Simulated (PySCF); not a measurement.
## Vibration and rotation of ZnF

PW91 constants of ZnF, ²Σ⁺ (doublet), unpaired electrons σ ↑ (Zn def2-TZVPPD, F def2-TZVPPD; no relativity (PySCF 2.14); masses 63.9291 and 18.9984 u):

```
ωe              : 562.1 cm⁻¹
ωexe            : 3.67 cm⁻¹
Be              : 0.35287 cm⁻¹
αe              : 0.00321 cm⁻¹
D (centrifugal) : 5.56e-07 cm⁻¹
De to Zn + F    : 3.23 eV
```

(1) Give the vibrational terms G(v) and spacings up to v = 6.

(2) How well does the Morse estimate ωe²/(4ωexe) reproduce De, and what is D0?

The state was picked by a PBE0 search and need not be the measured ground state.

Answers

(1) G(v) = ωe(v+½) − ωexe(v+½)².

```json
{"v": "0", "G(v) (cm⁻¹)": "280.1", "G(v) − G(v−1)": "", "Bv (cm⁻¹)": "0.3513"}
{"v": "1", "G(v) (cm⁻¹)": "834.9", "G(v) − G(v−1)": "554.8", "Bv (cm⁻¹)": "0.3481"}
{"v": "2", "G(v) (cm⁻¹)": "1382.3", "G(v) − G(v−1)": "547.4", "Bv (cm⁻¹)": "0.3448"}
{"v": "3", "G(v) (cm⁻¹)": "1922.4", "G(v) − G(v−1)": "540.1", "Bv (cm⁻¹)": "0.3416"}
{"v": "4", "G(v) (cm⁻¹)": "2455.1", "G(v) − G(v−1)": "532.7", "Bv (cm⁻¹)": "0.3384"}
{"v": "5", "G(v) (cm⁻¹)": "2980.5", "G(v) − G(v−1)": "525.4", "Bv (cm⁻¹)": "0.3352"}
{"v": "6", "G(v) (cm⁻¹)": "3498.6", "G(v) − G(v−1)": "518.1", "Bv (cm⁻¹)": "0.3320"}
```

(2) It gives 2.67 eV, 83 % of the computed De. D0 = De − G(0) = 3.23 − 0.03 = 3.20 eV.
